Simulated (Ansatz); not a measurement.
Input for Ansatz (a quantum-chemistry and plane-wave program): R-CCSD(T)/def2-SVP on FGeHS (SMILES [F][Ge][SH]), a point of a torsion scan. The run froze 20 orbitals, filled d shells among them.

Ansatz 0.2 input:
```yaml
crystal:
  periodic: [false, false, false]
  atoms:
    - {symbol: F, position_ang: [1.68900905, -0.62983573, 0.19681858]}
    - {symbol: Ge, position_ang: [0.93171153, 0.94747202, -0.27450699]}
    - {symbol: S, position_ang: [-1.18468877, 0.42891669, 0.31531186]}
    - {symbol: H, position_ang: [-1.49138629, 1.69369024, 0.59732344]}
basis:
  gaussian:
    orbitals: def2-SVP
magnetization: {spin_polarized: false}
correlation: {method: ccsd_t, electrons: outside_noble_gas}
scf: {lower_state_search: off}
```

The log:

```
WARN ansatz: RAYON_NUM_THREADS=1 ignored (pool sized by the plan → 1); use --threads N
Functional definition: HF
these checks for a lower state are left out or cut short: stability, starts, cluster_reference, orbital_swaps, neighbouring_geometries, increment
integrals: 0.04 GiB planned
658 factors; integrals over basis functions are off by at most 8.9e-4 eV
mean field: 0.18 GiB planned
mean field evaluation 1: about -69998.9899 eV, gradient 3.1e1 eV
mean field evaluation 2: about -69999.0061 eV, gradient 3.1e1 eV
mean field evaluation 4: about -70001.2304 eV, gradient 2.2e0 eV
mean field evaluation 8: about -70001.2646 eV, gradient 7.5e-4 eV
mean field -70001.26462498 eV, -2572.4990264068 hartree, gradient 2.8e-6 eV, S^2 0.000000; 0 other end points of the search recorded, 0 dependent functions left out
20 core orbitals not correlated
reference -70001.26462498 eV, -2572.4990264068 hartree; 9, 9 occupied and 40, 40 virtual orbitals, 658 factors
second order -10.76389352 eV of doubles, -0.00000000 eV of singles
coupled cluster: 0.10 GiB planned
cycle   1  -11.08214454 eV  change   -3.2e-1 eV  update   1.0e-1
cycle   2  -11.39337491 eV  change   -3.1e-1 eV  update   3.6e-2
cycle   3  -11.50002345 eV  change   -1.1e-1 eV  update   2.3e-2
cycle   4  -11.49883615 eV  change    1.2e-3 eV  update   6.1e-3
cycle   5  -11.49325714 eV  change    5.6e-3 eV  update   2.9e-3
cycle   6  -11.49357287 eV  change   -3.2e-4 eV  update   1.1e-3
cycle   7  -11.49339136 eV  change    1.8e-4 eV  update   3.9e-4
cycle   8  -11.49332753 eV  change    6.4e-5 eV  update   1.7e-4
cycle   9  -11.49339608 eV  change   -6.9e-5 eV  update   7.4e-5
cycle  10  -11.49339860 eV  change   -2.5e-6 eV  update   2.9e-5
cycle  11  -11.49339151 eV  change    7.1e-6 eV  update   1.3e-5
perturbative correction -0.30354785 eV, -0.0111551778 hartree
Total energy: -70013.06156434 eV, -2572.9325559319 hartree
Checks for a lower state left out: stability, starts, cluster_reference, orbital_swaps, neighbouring_geometries, increment
```

The calculation finished and met its thresholds.

Cost: very roughly 1.2 core-seconds.
